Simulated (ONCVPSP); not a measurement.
# calcium (Ca): one change to an ONCV potential, before and after

calcium, optimised norm-conserving Vanderbilt (ONCV), made with ONCVPSP 4.0.1 (LDA (Perdew-Wang 92), scalar-relativistic). Core [Ne] 3s2, reference 3p6 3d1 4s1. Waves: 4s: rc 3.50 bohr, ncon 4, nbas 8, qcut 2.4 1/bohr, 2 projectors, debl 2.6 Ha; 3p: rc 1.45 bohr, ncon 4, nbas 8, qcut 7.7 1/bohr, 1 projector; 3d: rc 3.40 bohr, ncon 3, nbas 7, qcut 5.3 1/bohr, 2 projectors, debl 2.9 Ha. Local part: polynomial inside 1.15 bohr (lpopt 5, dvloc0 -1 Ha). Core correction: none.

All-electron outer shells of the reference configuration (LDA (PZ), scalar-relativistic, ld1.x):

| shell | level (eV) | outermost node (bohr) | outermost maximum (bohr) |
| --- | --- | --- | --- |
| 3s | -44.44 | 0.45 | 0.99 |
| 3p | -25.74 | 0.42 | 1.06 |
| 4s | -3.41 | 1.45 | 3.46 |
| 3d | -0.86 | – | 1.39 |

Change: all radii scaled by about 0.82 (s 2.88, p 1.20, d 2.80 bohr); local potential polynomial inside 0.94 bohr (lpopt 5, dvloc0 -1 Ha).

Cutoffs: the cutoffs (Ha) at which the residual kinetic energy of the hardest occupied pseudo-wave falls to 1 and 0.1 mHa per electron; they do not see the model core or the augmentation charge, which bear on the density cutoff. Errors are all-electron minus pseudo energies relative to the spin-unpolarised reference configuration.

Problem. Predict the effect on cutoff, ghosts and configuration errors.

Solution. The potential gets harder (14 Ha and 17 Ha → 17 Ha and 35 Ha); the bound ghosts move from s to d, s; the lowest positive-energy flag moves from d at 15.4 eV to s at 90.4 eV; of the 3 tests that both files solve, the error grows in 0 and shrinks in 3 by more than 15 % and 0.3 meV (median size 67.8 → 34.8 meV). A smaller radius makes the pseudo-wave follow the all-electron one further in, where it bends more sharply, so more plane waves are needed. Less of the atom is replaced, so other configurations are described better.

| quantity | base | changed |
| --- | --- | --- |
| cutoff, loose | 14 Ha | 17 Ha |
| cutoff, tight | 17 Ha | 35 Ha |
| loose cutoff by channel | s 1.8 Ha, p 14 Ha, d 8.6 Ha | s 1.8 Ha, p 17 Ha, d 10 Ha |
| bound ghosts | s | s, d |
| GHOST(+) flags under 300 eV | d at 15.4 eV, s at 85.7 eV | s at 90.4 eV |
| tests with a reliable result | 3 of 4 | 3 of 4 |
| error for 3p6 3d0 4s2, meV [ΔE -2.24 eV] | +68 | +35 |
| error for 3p6 3d0 4s1, meV [ΔE 4.22 eV] | +101 | +61 |
| error for 3p6 3d0.5 4s1.5, meV [ΔE -1.22 eV] | +11 | +1.3 |

 A true bound ghost makes a file unfit for plane-wave use even where its test errors are small: the radial tests pick states by their node count and pass the ghost by.
